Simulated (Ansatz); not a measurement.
`BN[SiH2]F` and `F[SiH2][NH][AlH2]` differ in one element.

Ansatz, PBE0-D4/def2-TZVP geometries, multiplicity 1. Each molecule was computed in one conformer, which needn't be the lowest.

```json
{"property": "HOMO–LUMO gap (PBE/def2-TZVPP) / eV", "`BN[SiH2]F`": "6.20"}
{"property": "size of the dipole moment (PBE/def2-TZVPP) / D", "`BN[SiH2]F`": "1.53"}
{"property": "LUMO energy (ωB97M-V/def2-TZVPP) / eV", "`BN[SiH2]F`": "1.38"}
{"property": "LUMO energy (PBE0/def2-TZVPP) / eV", "`BN[SiH2]F`": "-0.50"}
{"property": "HOMO–LUMO gap (ωB97M-V/def2-TZVPP) / eV", "`BN[SiH2]F`": "12.82"}
{"property": "HOMO energy (PBE0/def2-TZVPP) / eV", "`BN[SiH2]F`": "-9.12"}
```

**Question.** What does the change do to each property? (Best estimate.)

**Answer.** The calculation gave: 
```tsv
property	`F[SiH2][NH][AlH2]`	shift
HOMO–LUMO gap (PBE/def2-TZVPP) / eV	5.21	-0.99
size of the dipole moment (PBE/def2-TZVPP) / D	1.67	0.14
LUMO energy (ωB97M-V/def2-TZVPP) / eV	0.46	-0.92
LUMO energy (PBE0/def2-TZVPP) / eV	-1.14	-0.64
HOMO–LUMO gap (ωB97M-V/def2-TZVPP) / eV	11.27	-1.55
HOMO energy (PBE0/def2-TZVPP) / eV	-8.46	0.66
```

With PBE0 the HOMO rises by 0.66 eV and the LUMO falls by 0.64 eV, so the gap narrows by about 1.30 eV. PBE moves the HOMO by 0.57 eV and ωB97M-V by 0.62 eV. Dipoles are sizes alone; their direction can turn.
